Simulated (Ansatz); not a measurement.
Ansatz (a quantum-chemistry and plane-wave program) input:

Ansatz 0.2 input:
```yaml
crystal:
  periodic: [false, false, false]
  atoms:
    - {symbol: Ru, position_ang: [-0.00145331, -0.15386375, 0.06442727]}
    - {symbol: F, position_ang: [-1.78646671, -0.55800695, -0.22565879]}
    - {symbol: F, position_ang: [0.01482567, 1.56961481, -0.65724384]}
    - {symbol: F, position_ang: [1.77874610, -0.25938510, 0.56792486]}
basis:
  gaussian:
    orbitals: def2-SVPD
magnetization: {spin_polarized: true, initial_magnetization: 3}
correlation: {method: ccsd_t, electrons: outside_noble_gas}
output: {forces: true}
```

**Question.** What final total energy does it print?

**Answer.** -393.02898 Eh (CCSD(T)/def2-SVPD). The basis has 103 functions.

The spin state was set by rule; other spins were not relaxed.
